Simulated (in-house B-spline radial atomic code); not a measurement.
# RPA and G0W0 on B3LYP (VWN-RPA): Cr

Configuration [Ar] 3d5 4s1, highest spin, mean-field start B3LYP (VWN-RPA). Computed with a B-spline radial code for spherical atoms: all electrons, non-relativistic, point nucleus, each spin shell either full or empty, empty states to l = 9 with an (l + 1/2)⁻⁴ tail; G0W0 by contour deformation at full frequency.

Command:
```bash
python run_gw.py task.json out
```
Settings (radii: box in bohr, nucleus in fm):
```
Z                        24
electrons                24
configuration            [Ar] 3d5 4s1
hamiltonian              nr
method                   b3lyp
lmax                     9
spin_polarised           True
box_radius               40
intervals                54
ion_configuration        [Ar] 3d5
```

Run time, properties included: 3.8 s on 1 thread of Arm Neoverse V2, with other jobs on the host.

Energies (hartree):

```
                                     term        value
                         mean-field total  -1044.48057
Hartree-Fock functional on these orbitals  -1043.33614
                      direct second order      -1.8933
                    second-order exchange      0.63802
                         SOSEX correction      0.56026
```

(1) What is the RPA correlation energy, and what remains with SOSEX?

Quasi-particle levels (eV):

```
  level  occupied  mean field  Σx - vxc     Σc  QP weight    G0W0
  4s up       yes      -4.722     -1.67      ?          ?       ?
4s down        no      -2.043      3.53  -1.95      0.864  -0.468
```

G0W0 = mean field + (Σx - vxc) + Σc, with Σc (partial-wave tail included) taken at the quasi-particle energy. Only the outer levels were computed. Levels of low weight are left out.

(2) Where does G0W0 put 4s up?

(3) What does it cost to remove one electron (to [Ar] 3d5) by differences of total energies, each species on its own start (correlation terms add to the Hartree-Fock functional)?

Answers

(1) RPA gives -1.5714 hartree (-1.78 eV per electron); RPA + SOSEX gives -1.0112, and the second-order doubles -1.2553 hartree (no singles). RPA lacks exchange-type terms and so overcorrelates at short range.

(2) At -7.213 eV, with Σc = -0.82 eV and a quasi-particle weight of 0.865. The tabulated removal energy is 6.767 eV (NIST, measured); the calculation leaves out relativity, Breit and QED terms, and what these don't explain is the method's own error.

(3) B3LYP (VWN-RPA) 7.014 eV, Hartree-Fock functional 5.783 eV, + RPA 7.208 eV, + RPA + SOSEX 6.422 eV, + second order 7.227 eV. Tabulated: 6.767 eV (NIST, measured); the calculation leaves out relativity, Breit and QED terms, and what these don't explain is the method's own error.
